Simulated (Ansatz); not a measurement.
Li4Te2⁺ (the lowest doublet isomer of a short search) was relaxed with PBE-D4 (def2-SVP) in Ansatz in these states: charge +1 doublet, charge +1 quartet. The geometries follow in no particular order.

In the def2 sets Te takes a core potential; there is no spin–orbit coupling.

A:

| atom | x (Å) | y (Å) | z (Å) |
| --- | --- | --- | --- |
| Li1 | 0.6800 | 1.6115 | 1.0736 |
| Li2 | -2.0485 | -0.2460 | -0.2379 |
| Li3 | 0.6729 | -1.8372 | 1.1859 |
| Li4 | 1.1387 | 0.7399 | -3.2441 |
| Te5 | -1.0225 | -0.0599 | 2.1788 |
| Te6 | 0.5794 | -0.2083 | -0.9564 |

B:

| atom | x (Å) | y (Å) | z (Å) |
| --- | --- | --- | --- |
| Li1 | -1.816 | 0.192 | 0.491 |
| Li2 | 0.170 | 1.675 | -0.885 |
| Li3 | 1.171 | -2.424 | -0.918 |
| Li4 | 0.167 | 1.817 | 2.225 |
| Te5 | -0.718 | -0.765 | -1.880 |
| Te6 | 1.026 | -0.495 | 0.967 |

Q: Judge from the bond lengths which geometry belongs to which state (an estimate).

A: A is the charge +1 doublet (Li2–Te6 2.725 Å, Li1–Te6 2.728 Å, Li4–Te6 2.539 Å); B is the charge +1 quartet (Li2–Te6 2.978 Å, Li1–Te6 2.962 Å, Li4–Te6 2.768 Å).

At PBE0-D4/def2-TZVP a doublet lies 2.64 eV below the charge +1 quartet. These are the stationary points nearest to one start from a short search; other shapes may lie lower in each state.
